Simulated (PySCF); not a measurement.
**Spectroscopy problems**

No relativistic terms, a single conformation, equivalent nuclei averaged, no solvent model. Coordinates at the GFN2-xTB level; shielding tensors at PBE0/pcSseg-1 (GIAO); couplings computed with B3LYP/pcJ-1 (spin–dipole term left out of most H,H and C,H couplings); PySCF 2.14.

Scale: TMS for ¹H (31.72 ppm), ¹³C (186.93 ppm) (reference shieldings calculated alike). Multiplet labels drop J under 1 Hz and among equivalent protons, and merge close values. Unscaled 3J(H,H) run several per cent high. Splittings of carbon signals by F and P are missing where no couplings were computed. Where no couplings were computed, multiplicities follow the n + 1 count of equivalent neighbours, and m marks all less simple cases (inequivalent or close neighbours, rings, F or P nearby). One-bond C–F couplings are unscaled and too large by tens of Hz. Shifts are as computed. Against solution values, carbons near 30 ppm lie about +3 ppm off and those near 130 ppm about +5 ppm (rms about the fit 2.1 ppm; single classes can miss by 10 ppm). Of 1328 compounds with measured shifts, 309 miss one by over three times the rms of a fit or turn the order of signals round; such compounds aren't used in these exercises. Signals without a measured value on file couldn't be tested in this way; 1H shifts scatter by 0.2 ppm about their fit, and single ones miss by 0.5 ppm.

Question: C6H8N2. ¹H NMR (600 MHz, computed): δ 9.46 (d, 1H), 7.39 (m, 1H), 7.38 (m, 1H), 3.15 (q, 2H), 1.35 (t, 3H). ¹³C{¹H} NMR (computed): δ 170.2 (C), 153.5 (CH), 130.3 (CH), 129.1 (CH), 35.8 (CH2), 20.4 (CH3). Give a structure.

Answer: SMILES CCc1cccnn1. Rings plus π bonds: 4 (1 ring in the answer). 6 carbon signals for 6 carbons: no two carbons are equivalent. Carbon types of the structure: 1 × C, 3 × CH, 1 × CH2, 1 × CH3, which accounts for all hydrogens. δC 170.2: substituted aromatic carbon next to a ring nitrogen. δC 153.5: aromatic CH next to a ring nitrogen; the adjacent pyridine-type nitrogen withdraws density from it. δC 130.3, 129.1: aromatic CH; the aromatic region. δH 9.46: hydrogen on an aromatic CH next to a ring nitrogen; ring current plus the neighbouring ring nitrogen.

This is the structure that produced the data.

Question: C4H4FN. ¹H NMR (400 MHz, computed): δ 7.15 (dq, J = 82.8, 2.2 Hz, 1H), 1.85 (dd, J = 5.1, 2.2 Hz, 3H). ¹³C{¹H} NMR (computed): δ 168.9 (CH, d, J = 358.4 Hz), 118.8 (C), 99.6 (C, d, J = 2.2 Hz), 16.8 (CH3). What is it?

Answer: SMILES C/C(C#N)=C/F. Rings plus π bonds: 3 (no ring in the answer). 4 carbon signals for 4 carbons: no two carbons are equivalent. Carbon types of the structure: 2 × C, 1 × CH, 1 × CH3, which accounts for all hydrogens. δC 168.9: alkene CH. δC 118.8: nitrile carbon; this is the usual window of a C≡N carbon, which has no attached hydrogen. δC 99.6: fully substituted alkene carbon. δH 7.15: hydrogen on an alkene CH; a vinylic proton, deshielded by the sp2 carbon and the C=C anisotropy.

This is the structure that produced the data.

Question: C4H4FN. ¹H NMR (500 MHz, computed): δ 5.09 (m, 1H), 2.42 (m, 3H). ¹³C{¹H} NMR (computed): δ 190.6 (C), 119.7 (C), 86.7 (CH), 20.1 (CH3). Give a structure.

Answer: `C(/C)(F)=C/C#N`. The formula gives 3 degrees of unsaturation (no ring in the answer). 4 carbon signals for 4 carbons: no two carbons are equivalent. Carbon types of the structure: 2 × C, 1 × CH, 1 × CH3, which accounts for all hydrogens. δC 190.6: fully substituted alkene carbon. δC 119.7: nitrile carbon; C≡N carbons fall here, among the sp2 signals but without a proton. δC 86.7: alkene CH. δH 5.09: hydrogen on an alkene CH; a vinylic proton, deshielded by the sp2 carbon and the C=C anisotropy.

This is the structure that produced the data.
